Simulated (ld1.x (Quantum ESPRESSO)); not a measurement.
## Which change was made? (Dy, RRKJ)

ld1.x (Quantum ESPRESSO) 7.5 input, shortened:

```
&input
   title='Dy', zed=66., rel=2, dft='PBE', iswitch=3,
   config='[Xe] 4f10 5d0.5 6s1.5 6p0', rel_dist='average'
 /
 &inputp
   pseudotype=2, tm=.false., lloc=-1, rcloc=0.55,
   nlcc=.false.
 /
4
5S  1  0   2.00   0.00  2.00  2.00  0.0
5P  2  1   6.00   0.00  2.50  2.50  0.0
4D  3  2  10.00   0.00  0.85  0.85  0.0
4F  4  3  10.00   0.00  0.75  0.75  0.0
 &test
   configts(1)='4d10 4f10 5s2 5p6 5d0.5 6s1.5 6p0'
 /
```

Open shells are filled in proportion to 2j + 1 (rel_dist='average').

Occupied shells without a wave of their own: 5d, 6s. They enter only through the test configuration that unscreens the potential.

Cutoffs, loose and tight: the cutoffs (Ry, on a coarse ladder) from which the occupation-weighted sum of valence levels, in a spherical-Bessel basis at the reference potential, stays within 10 and 1 mRy of its value at 400 Ry. They do not see the model core or the augmentation charge, which bear on the density cutoff. Test errors are all-electron minus pseudo excitation energies from the reference, over the configurations 4d10 4f10 5s2 5p6 5d0 6s2 6p0; 4d10 4f10 5s2 5p6 5d0 6s1 6p0; 4d10 4f10 5s2 5p6 5d0 6s0 6p0; 4d10 4f10 5s2 5p6 5d0 6s0 6p2; 4d9 4f10 5s2 5p6 5d0 6s2 6p0; 4d10 4f9 5s2 5p6 5d0 6s0 6p0; 4d10 4f9 5s2 5p6 5d1 6s1 6p0; variants that change the core or the reference have their own tests. The largest error is taken over the tests solved by every variant that gives reliable tests at all, those not shown here included: 4d10 4f10 5s2 5p6 5d0 6s0 6p0; 4d10 4f10 5s2 5p6 5d0 6s1 6p0; 4d10 4f10 5s2 5p6 5d0 6s2 6p0; 4d10 4f9 5s2 5p6 5d0 6s0 6p0.

The base gives: outcome: generated; bound ghosts: not determined; largest test error (meV): -57.

(1) After one change the result is: outcome: generated, misses its reference levels by 0.51 eV; bound ghosts: not determined; largest test error (meV): -204. Which change was it?
A. core [Kr] 4d10 5s2, valence charge 18; reference 4f10 5p6 5d0 6s2 6p0; waves now 6s (bound): rc 3.45 bohr; 5p (bound): rc 2.40 bohr; 5d (bound): rc 2.65 bohr; 4f (bound): rc 0.95 bohr; local potential all-electron potential smoothed inside 1.20 bohr (lloc = -2); core correction a·sin(br)/r model core, default radius (core density twice the valence density)
B. type TM; local potential the f channel
C. local potential the s channel
D. local potential all-electron potential smoothed inside 2.50 bohr (lloc = -1)

## Answers

(1) B. The others give: local potential all-electron potential smoothed inside 2.50 bohr (lloc = -1) → outcome: failed: run_pseudo: Errors in PS-KS equation | local potential the s channel → outcome: generated, misses its reference levels by 0.60 eV; bound ghosts: not determined; largest test error (meV): no test is counted, since the test run did not reproduce the reference configuration | core [Kr] 4d10 5s2, valence charge 18; reference 4f10 5p6 5d0 6s2 6p0; waves now 6s (bound): rc 3.45 bohr; 5p (bound): rc 2.40 bohr; 5d (bound): rc 2.65 bohr; 4f (bound): rc 0.95 bohr; local potential all-electron potential smoothed inside 1.20 bohr (lloc = -2); core correction a·sin(br)/r model core, default radius (core density twice the valence density) → outcome: failed: compute_chi: n is too large.
